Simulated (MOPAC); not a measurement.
Job for MOPAC: AM1 on FHSn (SMILES [F][SnH]), a point of a bond scan (R = 1.961 Å).

```
AM1 1SCF PRECISE CHARGE=0 THREADS=1
FHSn

Sn    -0.09096150 1    -0.17370643 1     0.21890608 1
H     -1.03509234 1    -1.08911628 1    -1.00040016 1
F      0.62035194 1     1.08604865 1    -1.10498931 1
```

Program output:

```
*******************************************************************************
 **                                                                           **
 **                              MOPAC v23.2.5                                **
 **                                                                           **
 *******************************************************************************
 ** MOPAC's Digital Object Identifier: https://doi.org/10.5281/zenodo.6511958 **
 **                                                                           **
 ** Please cite the open-source release paper for use of this MOPAC version:  **
 ** J. E. Moussa and J. J. P. Stewart (2026)                                  **
 ** MOPAC: An open-source semiempirical molecular orbital program             **
 ** J. Open Source Softw., 11(119), 8025, https://doi.org/10.21105/joss.08025 **
 *******************************************************************************

                              AM1 CALCULATION RESULTS

 *******************************************************************************
 *  AM1        - The AM1 Hamiltonian to be used
 *
 *
 *
 *                 CHARGE ON SYSTEM = 0
 *
 *
 *
 *  PRECISE    - TIGHTER CRITERIA TO BE USED
 *  1SCF       - DO 1 SCF AND THEN STOP
 *  THREADS=1  - MULTI-THREADING NOT USED
 *  T=         - A TIME OF 172800.0 SECONDS REQUESTED
 *  DUMP=N     - RESTART FILE WRITTEN EVERY 7200.0 SECONDS REQUESTED
 *******************************************************************************
AM1 1SCF PRECISE CHARGE=0 THREADS=1
 FHSn

   ATOM   CHEMICAL          X               Y               Z
  NUMBER   SYMBOL      (ANGSTROMS)     (ANGSTROMS)     (ANGSTROMS)

     1      Sn         -0.09096150  *  -0.17370643  *   0.21890608  *
     2       H         -1.03509234  *  -1.08911628  *  -1.00040016  *
     3       F          0.62035194  *   1.08604865  *  -1.10498931  *



          CARTESIAN COORDINATES

    NO.       ATOM           X           Y           Z

     1        Sn         -0.0910     -0.1737      0.2189
     2         H         -1.0351     -1.0891     -1.0004
     3         F          0.6204      1.0860     -1.1050

  H: (AM1): M.J.S. DEWAR ET AL, J. AM. CHEM. SOC. 107 3902-3909 (1985)
  F: (AM1): M.J.S. DEWAR AND E. G. ZOEBISCH, THEOCHEM, 180, 1 (1988).
 Sn: (AM1): J. J. P. STEWART, J. MOL. MOD., 10, 155-164 (2004)

           Empirical Formula: H Sn F  =     3 atoms



      MOLECULAR POINT GROUP   :   Cs


      RHF CALCULATION, NO. OF DOUBLY OCCUPIED LEVELS = 6


 -------------------------------------------------------------------------------
 AM1 1SCF PRECISE CHARGE=0 THREADS=1
 FHSn



     1SCF WAS SPECIFIED, SO BFGS WAS NOT USED
     SCF FIELD WAS ACHIEVED


                              AM1 CALCULATION
                                                       MOPAC v23.2.5 Linux




          FINAL HEAT OF FORMATION =        -37.68095 KCAL/MOL =    -157.65709 KJ/MOL


          COSMO AREA              =         90.30 SQUARE ANGSTROMS
          COSMO VOLUME            =         77.71 CUBIC ANGSTROMS

          IONIZATION POTENTIAL    =          7.849802 EV
          HOMO LUMO ENERGIES (EV) =         -7.850 -0.642
          NO. OF FILLED LEVELS    =          6
          MOLECULAR WEIGHT        =        138.6963         POINT GROUP:  Cs

          MOLECULAR DIMENSIONS (Angstroms)

            Atom       Atom       Distance
            F     3    H     2     2.73547
           Sn     1    F     3     1.28332
            H     2   Sn     1     0.00000


          SCF CALCULATIONS        =          1





   ATOM   CHEMICAL          X               Y               Z
  NUMBER   SYMBOL      (ANGSTROMS)     (ANGSTROMS)     (ANGSTROMS)

     1      Sn         -0.09096150  *  -0.17370643  *   0.21890608  *
     2       H         -1.03509234  *  -1.08911628  *  -1.00040016  *
     3       F          0.62035194  *   1.08604865  *  -1.10498931  *

                             CARTESIAN COORDINATES

   1   Sn       -0.090961500    -0.173706430     0.218906080
   2    H       -1.035092340    -1.089116280    -1.000400160
   3    F        0.620351940     1.086048650    -1.104989310


           Empirical Formula: H Sn F  =     3 atoms



      MOLECULAR POINT GROUP   :   Cs


                  EIGENVALUES
 -45.02775 -14.62509 -12.60724 -12.24360 -11.44098  -7.84980  -0.64182   1.79382
   2.82010


              NET ATOMIC CHARGES AND DIPOLE CONTRIBUTIONS

  ATOM NO.   TYPE          CHARGE      No. of ELECS.   s-Pop       p-Pop
    1         Sn           1.073914        2.9261     1.90367     1.02241
    2          H          -0.474759        1.4748     1.47476
    3          F          -0.599154        7.5992     1.88567     5.71348
 DIPOLE           X         Y         Z       TOTAL
 POINT-CHG.     0.106    -1.538     6.590     6.768
 HYBRID        -0.369     0.449    -3.650     3.696
 SUM           -0.263    -1.089     2.941     3.147


          ATOMIC ORBITAL ELECTRON POPULATIONS

     Atom    s        px        py        pz
    1 Sn   1.90367   0.24517   0.25903   0.51820
    2  H   1.47476
    3  F   1.88567   1.89570   1.89089   1.92690

 **********************
 *                    *
 * JOB ENDED NORMALLY *
 *                    *
 **********************




 == MOPAC DONE ==
```

The run finished.

Cost: around 0.03 core-seconds (rough).
